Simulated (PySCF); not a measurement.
C4H5Si, SMILES C1=C[SiH]C=C1 (connectivity only; charge and spin as stated), charge +1, multiplicity 1.

Geometry: PBE0-D3(BJ)/def2-SVP. The spin state was assumed, not searched. The isomer is the one that the SMILES or the coordinates give; other isomers of the formula were not compared.

Two levels are set side by side: TDA-PBE/def2-SVPD (PySCF) and TDA-LC-ωPBE/def2-SVPD (PySCF). Vertical, same geometry. The lowest singlet is HOMO→LUMO 98 % with PBE and HOMO→LUMO 98 % with the other functional; states are paired by order. Differences are taken from unrounded values.

```json
[
 {"quantity": "lowest singlet excitation (eV)", "TDA-LC-ωPBE": "2.62"},
 {"quantity": "lowest triplet excitation (TDA) (eV)", "TDA-LC-ωPBE": "1.49"},
 {"quantity": "first bright state (f over 0.05) (eV)", "TDA-LC-ωPBE": "6.46"},
 {"quantity": "its oscillator strength", "TDA-LC-ωPBE": "0.13"}
]
```

What does TDA-PBE give, and how far is it from TDA-LC-ωPBE? (Estimate from the structure and the level; the computed values follow.)


```csv
quantity,TDA-PBE,TDA-PBE minus TDA-LC-ωPBE
lowest singlet excitation (eV),1.97,-0.65
lowest triplet excitation (TDA) (eV),1.25,-0.24
first bright state (f over 0.05) (eV),5.11,-1.35
its oscillator strength,0.06,-0.08
```

A lower first singlet is the usual sign of a functional without exact exchange. Differences between two approximate levels are no errors against the true value.

Rough cost on one machine, each run with all the roots and properties that it gave: TDA-LC-ωPBE against TDA-PBE about 2 times.
